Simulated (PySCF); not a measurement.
## Orbital energies and ionisation energy

Compound: SiHMe2(NHMe), C3H11NSi.
Cartesian coordinates in Å at the PBE0-D3(BJ)/def2-SVP level; atoms count from 1:
```xyz
16
C3H11NSi angstrom
Si     0.4009    0.3009    0.3524
H      0.4333    0.3789    1.8511
C      2.1358    0.3464   -0.3605
H      2.6580    1.2698   -0.0653
H      2.1085    0.3198   -1.4621
H      2.7301   -0.5113   -0.0108
C     -0.5809    1.7874   -0.2600
H     -0.1278    2.7306    0.0867
H     -1.6174    1.7598    0.1124
H     -0.6192    1.8117   -1.3611
N     -0.2900   -1.2366   -0.0650
C     -1.5537   -1.7251    0.4243
H      0.0136   -1.6698   -0.9296
H     -1.5618   -2.8261    0.5041
H     -1.7348   -1.3376    1.4405
H     -2.4289   -1.4329   -0.1906
```

Level: B3LYP/def2-SVPD (PySCF). Frontier orbitals with their largest atomic shares (Löwdin; up to four atoms above 4 %):

```tsv
orbital	ε (eV)	main atoms
HOMO−3	-9.40	N11 26 %, C12 18 %, Si1 13 %, H15 8 %
HOMO−2	-8.59	Si1 28 %, H2 25 %, C7 20 %, C3 7 %
HOMO−1	-8.46	C3 35 %, Si1 22 %, C7 15 %, H6 5 %
HOMO	-6.24	?
LUMO	0.36	Si1 17 %, C12 12 %, C7 11 %, C3 10 %
LUMO+1	0.74	C12 17 %, C3 15 %, Si1 9 %, H4 8 %
LUMO+2	1.07	C7 19 %, H13 14 %, H9 10 %, H8 8 %
```

What vertical ionisation energy does ΔSCF give, and how far is −ε(HOMO) from it?

ΔSCF: 8.47 eV (818 kJ/mol; threshold wavelength 146 nm); ⟨S²⟩ of the doublet left behind is 0.756, against 0.75 for a pure doublet. −ε(HOMO) is 6.24 eV, 2.23 eV below it. In exact Kohn–Sham theory the two would be equal; B3LYP (global hybrid, 20 % exact exchange) falls short of its own ΔSCF value by 26 %.

On which atoms does the HOMO lie?

N11 (nitrogen bonded to C, Si and H) 57 %, C12 (carbon bonded to N and 3 H) 11 %, Si1 (silicon bonded to 2 C, N and H) 8 %, C7 (carbon bonded to Si and 3 H) 7 %, so more than half of it is on one atom. The HOMO−1 lies 2.22 eV lower.

What kinetic energy would electrons from this vertical process carry with He I light (21.218 eV)?

21.22 − 8.47 = 12.75 eV.

Shift the occupied levels rigidly so that −ε(HOMO) equals the ΔSCF value. What binding energies result?

The shift is +2.23 eV: HOMO 8.47, HOMO−1 10.69, HOMO−2 10.82, HOMO−3 11.63 eV. A rigid shift is only a rough guide to the deeper ionisations.

One conformer (not necessarily the lowest) at the PBE0-D3(BJ)/def2-SVP geometry, without solvent, vibrations or thermal averaging.
